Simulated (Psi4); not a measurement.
Pair of molecules, SMILES C with SMILES CN (the first has 5 atoms); geometry from B3LYP-D3(BJ)/def2-TZVP.
(charge 0, multiplicity 1):
```xyz
12

C      0.0653     0.0200     0.0701
H      0.9332    -0.6372     0.0123
H     -0.4657    -0.1539     1.0059
H      0.3982     1.0570     0.0235
H     -0.5943    -0.1827    -0.7734
C      0.4778     0.0692     3.8052
N     -0.9056    -0.3381     3.5626
H      0.6476     1.0482     3.3546
H      1.1504    -0.6329     3.3104
H      0.7666     0.1278     4.8632
H     -1.5536     0.3071     3.9977
H     -1.0872    -1.2528     3.9575
```

These are SAPT0/jun-cc-pV(D+d)Z (Psi4) values and carry that method's errors.

**Question.** Give the four SAPT terms and the total, and say what mostly holds the pair together.

**Answer.** electrostatics -1.50, exchange 2.52, induction -0.53, dispersion -1.19, total -0.69 kcal/mol; the largest attraction is electrostatics.
